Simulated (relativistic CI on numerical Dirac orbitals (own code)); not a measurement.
## Au⁴²⁺: sensitivity of the levels to the model

Base calculation: Dirac-Coulomb-Breit CI, KLI orbitals optimised for each configuration, a model potential for QED, unscaled Slater integrals.

Configuration list (outside the closed core [Ar] 3d10): 4s2.4p6.4d, 4s2.4p6.4f, 4s2.4p5.4d2, 4s.4p6.4d2, 4s2.4p5.4d.4f, 4s.4p6.4d.4f, 4s2.4p6.5s, 4s2.4p6.5p, 4p6.4d3, 4p5.4d4, 4p5.4d3.4f, 4s.4p6.4f2, 4s.4p5.4f3, 4p6.4f3. Double excitations out of closed p, d and f shells are left out; levels of such configurations are missing from the list, as are those of other unlisted configurations, and high levels can miss mixing partners.

Variants: (1) QED terms removed; (2) only the first 3 configurations. Shifts of the energy above 4s2.4p6.4d 2D_3/2, in eV, for the lowest level and the first level of each name with at least 55 % of one term (blank where a level changes its place among those of its configuration and J or its character, or is not in the variant):

| Level | Base | Δ(1) | Δ(2) |
| --- | --- | --- | --- |
| 4s2.4p6.4d 2D_3/2 | 0.000 | 0.000 | 0.000 |
| 4s2.4p6.4d 2D_5/2 | 27.259 | -0.067 | +0.025 |
| 4s2.4p5.4d2 4D°_1/2 | 171.338 | +0.301 | -1.996 |
| 4s2.4p5.4d2 4G°_9/2 | 198.265 | +0.241 | -1.525 |
| 4s2.4p5.4d2 2H°_11/2 | 203.083 | +0.240 | -1.445 |
| 4s2.4p5.4d2 2G°_9/2 | 212.147 | +0.238 | -1.843 |
| 4s2.4p5.4d2 4G°_11/2 | 225.754 | +0.178 | -1.432 |
| 4s2.4p5.4d2 2P°_1/2 | 231.853 | +0.223 | -1.874 |
| 4s2.4p6.4f 2F°_7/2 | 258.884 | +0.054 | -2.025 |
| 4s2.4p5.4d.4f 4G_5/2 | 399.253 | +0.299 |  |
| 4s2.4p5.4d.4f 4G_7/2 | 406.297 | +0.292 |  |

At this charge energies of transitions that change n are usually good to better than 1 %, and those within a shell (Δn = 0) to a few per cent.

Ionisation energy from the two ground configurations alone: base 2025.95 eV. The NIST ASD value (theoretical) is 2026 eV.

LS names give the leading component of a level, which can be under half, so a name can repeat, a term be missing and a line seem to break the LS rules.
